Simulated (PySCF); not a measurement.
Point-charge models of `C=C[P@](=O)(O)C1CCCC1` against its computed dipole.

Coordinates (GFN2-xTB, Å) and charges (e) from the PBE0/pcSseg-1 density (PySCF):

```
atom       x       y       z  Mulliken      IAO  Hirshfeld  ESP-fitted
  C1   2.856  -1.215  -0.762   -0.0997  -0.2624    -0.0640     -0.2462
  C2   2.412  -0.341   0.121   -0.4843  -0.4315    -0.0978     -0.3805
  P3   1.039   0.767  -0.323   +1.1947  +1.6763    +0.4784     +1.0166
  O4   0.672   0.756  -1.744   -0.6079  -0.9187    -0.3788     -0.6382
  O5   1.571   2.230   0.127   -0.5177  -0.7711    -0.2491     -0.6980
  C6  -0.273   0.469   0.938   -0.5453  -0.3617    -0.0710     -0.0156
  C7  -0.664  -1.000   0.971   -0.1643  -0.2627    -0.0755     -0.1592
  C8  -1.514  -1.156  -0.288   -0.2482  -0.2681    -0.0735     +0.0673
  C9  -2.228   0.194  -0.471   -0.1997  -0.2705    -0.0713     -0.1419
 C10  -1.545   1.179   0.490   -0.1723  -0.2617    -0.0694     -0.0831
 H11   3.669  -1.895  -0.562   +0.1281  +0.1582    +0.0573     +0.1632
 H12   2.399  -1.267  -1.738   +0.1441  +0.1688    +0.0524     +0.1601
 H13   2.831  -0.240   1.112   +0.1370  +0.1636    +0.0522     +0.1900
 H14   1.712   2.745  -0.670   +0.2486  +0.3766    +0.1798     +0.4458
 H15   0.107   0.837   1.893   +0.1563  +0.1538    +0.0447     +0.0387
 H16  -1.257  -1.203   1.866   +0.1241  +0.1340    +0.0396     +0.0695
 H17   0.203  -1.664   0.968   +0.1377  +0.1358    +0.0288     +0.0179
 H18  -2.216  -1.985  -0.206   +0.1190  +0.1364    +0.0379     +0.0009
 H19  -0.861  -1.342  -1.139   +0.1392  +0.1435    +0.0317     +0.0107
 H20  -3.292   0.113  -0.245   +0.1173  +0.1331    +0.0353     +0.0512
 H21  -2.126   0.533  -1.499   +0.1390  +0.1520    +0.0372     +0.0522
 H22  -1.318   2.129   0.004   +0.1299  +0.1395    +0.0359     +0.0261
 H23  -2.180   1.382   1.355   +0.1245  +0.1369    +0.0397     +0.0526
```

Q: Compute μ = Σ q r for each scheme (1 e·Å = 4.803 D) and compare with the dipole of the full density.

A: The full density gives (0.63, -0.71, 1.97) D, 2.19 D in size; dipole vectors point from the negative to the positive end.

```
    scheme     μx     μy    μz  size (D)  share of the full size (%)  angle to the full dipole (°)
  Mulliken  -0.37  -1.77  0.52      1.88                          86                            60
       IAO   0.53  -1.34  2.62      2.99                         137                            10
 Hirshfeld   0.92  -0.23  1.62      1.88                          86                            17
ESP-fitted   0.61  -0.73  1.95      2.17                          99                             1
```

Q: Which set comes closest?

A: Length of the difference vector: ESP-fitted 0.03 D, Hirshfeld 0.66 D, IAO 0.92 D, Mulliken 2.06 D. Closest: ESP-fitted. ESP charges are fitted to the potential around the molecule, whose slowest-falling term is the dipole's. The schemes that divide the density aren't constrained to reproduce the dipole.

Q: What is left for the Hirshfeld atoms' own dipoles?

A: The shares of the density sum to the whole, so what Σ q r misses lies in dipoles about the nuclei. The atomic dipoles sum to (0.63, -0.71, 1.97) − (0.92, -0.23, 1.62) = (-0.29, -0.48, 0.35) D, 0.66 D in size.

Q: With the origin at the mean of the coordinates, (0.000, 0.001, 0.009) Å, which are the largest single terms, by size, of the ESP-fitted dipole along the direction of the full one?

A: O4 +4.99, H14 -2.15, H13 +1.72, C2 -1.66, P3 -1.20 D; all 23 atoms together +2.17 D. The single terms depend on the origin, their sum doesn't.

Q: Give the size of the full dipole in other units.

A: 2.19 D = 0.860 au = 0.455 e·Å = 7.29 × 10⁻³⁰ C·m.

One conformer (not necessarily the lowest) at the GFN2-xTB geometry, without solvent, vibrations or thermal averaging.

These values come from a run that also computed NMR shieldings. Time: 72 s of wall time (grids of density and orbitals included); peak memory 1.1 GiB. Hardware: Arm Neoverse V1, one thread (shared host).
